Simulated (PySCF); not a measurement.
**Multinuclear NMR of C6H7FO**

Structure with atom numbers: `[F:1][CH2:2][C:3]1=[CH:4][CH2:5][CH:6]=[CH:7][O:8]1`. Hydrogens are named by the atom that carries them.

No relativistic terms, in vacuum, rapidly exchanging positions averaged, one conformer. Coordinates at the GFN2-xTB level; σ from GIAO-PBE0/pcSseg-1; PySCF.

Q: Predict the ¹⁹F NMR data.

A: 
```
atoms                environment  σ (ppm)  δ (ppm)
   F1  fluorine on an sp3 carbon    443.2   -239.3
```

Shieldings were converted by a linear fit to measured shifts: ¹⁹F: δ = 146.13 − 0.903σ +14.6 on sp3 carbon (rms 6.0 ppm, 223 shifts, 7.0 ppm with the 5 outliers that the fit left out vs CFCl3, solution or neat liquid). Occasional misses reach two or three times the rms, and more in compound classes unlike the fitted ones.

On a 400 MHz spectrometer ¹⁹F resonates near 376.4 MHz, so 1 ppm is 376.4 Hz.

Q: Predict the ¹⁷O NMR data.

A: 
| atoms | environment | σ (ppm) | δ (ppm) |
| --- | --- | --- | --- |
| O8 | ether oxygen | 181.5 | 101.4 |

Shieldings were converted by a linear fit to measured shifts: ¹⁷O: δ = 266.70 − 0.911σ (rms 10.7 ppm, 155 shifts, 12.2 ppm with the 3 outliers that the fit left out vs liquid water, solution or neat liquid). A few per cent of atoms miss by over 2 rms, more outside the fitted compound classes.

On a 300 MHz spectrometer ¹⁷O resonates near 40.7 MHz, so 1 ppm is 40.7 Hz.
